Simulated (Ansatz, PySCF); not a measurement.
Molecule: sum formula SiN3H6F (charge 0, singlet). SMILES: N[Si](N)(N)F
Geometry from a B3LYP-D3(BJ)/def2-TZVP (Ansatz, a program for electronic structure) optimisation:
```
Si
F 1 1.6101
N 1 1.6971 2 117.96
H 3 1.0064 1 121.29 2 -76.95
H 3 1.0064 4 112.71 1 -155.95
N 1 1.7090 2 102.51 3 -115.65
H 6 1.0065 1 121.38 2 179.22
H 6 1.0069 7 111.86 1 -152.55
N 1 1.7090 2 102.51 6 -128.70
H 9 1.0065 1 121.38 2 -179.22
H 9 1.0069 10 111.86 1 152.55
```

PBE beside other levels, property by property. Cores are frozen in the correlated levels unless marked. Open shells are spin-unrestricted. No spin-orbit coupling. No relativistic terms. CBS marks a two-point X^-3 extrapolation of the correlation energy; Hartree-Fock from the larger set. The bracket is a focal-point correction in the basis named. Rows marked 298 K are enthalpies with B3LYP-D3(BJ) harmonic zero-point and thermal terms. Atomisation energies are electronic, to ground-state atoms; the column to compare with has the core term from cc-pwCVTZ added, other frozen-core levels have none. Frequencies are from Ansatz or PySCF. The coupled-cluster column (Ansatz) is a level with limits of its own: RI-MP2/CBS(cc-pV(T+d)Z,cc-pV(Q+d)Z)+[CCSD(T)-MP2]/cc-pV(T+d)Z.

| property | PBE/def2-TZVPD (Ansatz) | SVWN5/def2-TZVPD (Ansatz) | wB97M-V/def2-TZVPD (Ansatz) | B2PLYP-D3(BJ)/def2-TZVPD (Ansatz + dftd3) | coupled cluster |
|---|---|---|---|---|---|
| atomisation energy (kcal/mol) | 992.3 | 1125.5 | 987.3 | 974.3 | 989.0 |
| F-Si bond dissociation enthalpy, 298 K, to N[Si](N)N + F atom (kcal/mol) | 158.7 | 181.6 | 165.0 | 161.8 | 167.4 |
| N-Si bond dissociation enthalpy, 298 K, to N[Si](N)F + [NH2] (NH2) (kcal/mol) | 106.7 | 127.3 | 116.4 | 111.8 | 116.8 |
| proton affinity at N, enthalpy at 298 K, to N[Si](N)([NH3+])F (kcal/mol) | 214.7 | 208.4 | 212.2 | 214.2 | 214.7 |
| H-N bond dissociation enthalpy, 298 K, to [NH][Si](N)(N)F + H atom (kcal/mol) | 107.2 | 122.6 | 112.6 | 110.8 | 114.7 |

As the rows show:
- atomisation energy: PBE lies 3.3 kcal/mol above coupled cluster.
- F-Si bond dissociation enthalpy, 298 K, to N[Si](N)N + F atom: PBE lies 8.7 kcal/mol below coupled cluster.
- N-Si bond dissociation enthalpy, 298 K, to N[Si](N)F + [NH2] (NH2): PBE lies 10.1 kcal/mol below coupled cluster.
- proton affinity at N, enthalpy at 298 K, to N[Si](N)([NH3+])F: PBE agrees within rounding with coupled cluster.
- H-N bond dissociation enthalpy, 298 K, to [NH][Si](N)(N)F + H atom: PBE lies 7.5 kcal/mol below coupled cluster.
